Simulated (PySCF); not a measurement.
**How the method changes the constants of SiBr**

State: ²Π (doublet), unpaired electrons π ↑. Set-up: PySCF, no relativity, basis sets Si def2-TZVPPD, Br def2-TZVPPD. De refers to Si + Br in their high-spin ground configurations, without counterpoise correction. The functionals are run spin-unrestricted. A positive dipole means Si(−)Br(+).

```
      Level  Re (Å)  ωe (cm⁻¹)  De (eV)  μ (D)
        UHF   2.251        413     2.59  -1.26
    UHF-MP2   2.227        428     3.84    n/a
UHF-SCS-MP2   2.234        422     3.71    n/a
   UHF-CCSD   2.234        424     3.57    n/a
UHF-CCSD(T)   2.237        421     3.71    n/a
        LDA   2.219        423     4.68  -0.55
        PBE   2.250        406     4.08  -0.68
       TPSS   2.248        406     4.00  -0.69
     r²SCAN   2.235        417     4.00  -0.64
    r²SCANh   2.231        421     3.94  -0.69
       PBE0   2.231        422     3.93  -0.77
        M06   2.227        423     3.90  -0.78
  BHandHLYP   2.236        417     3.65  -1.04
    ωB97M-V   2.231        422     3.90  -0.97
```

(1) Which functional lies closest to UHF-CCSD(T) in De, which farthest, and by how much do they differ from it?

(2) What does a quarter of exact exchange do here, going from PBE to PBE0?

(3) What does the step from GGA to meta-GGA do here, going from PBE to r²SCAN?

Correlated steps freeze 14 core orbitals. Spin–orbit coupling is left out. The state was picked by a PBE0 search and need not be the measured ground state.

The whole job (state search and all levels along the bond) took about 22 min on 2 threads of Arm Neoverse V1 (shared host), peak memory 4.9 GiB.

Results:

(1) Closest is BHandHLYP (-0.1 pm in Re, -1.0 % in ωe, -0.06 eV in De against UHF-CCSD(T) in the same basis), farthest LDA (-1.8 pm in Re, +0.5 % in ωe, +0.97 eV in De). CCSD(T) converges more slowly with the basis than the functionals do and binds too weakly in this one, so the order can change at the basis-set limit.

(2) PBE0 less PBE: -1.9 pm in Re, +3.9 % in ωe, -0.15 eV in De. Exact exchange removes part of the self-interaction that spreads semilocal densities, and in most molecules shortens and stiffens the bond and lowers De; so it does here.

(3) r²SCAN less PBE: -1.5 pm in Re, +2.7 % in ωe, -0.08 eV in De.
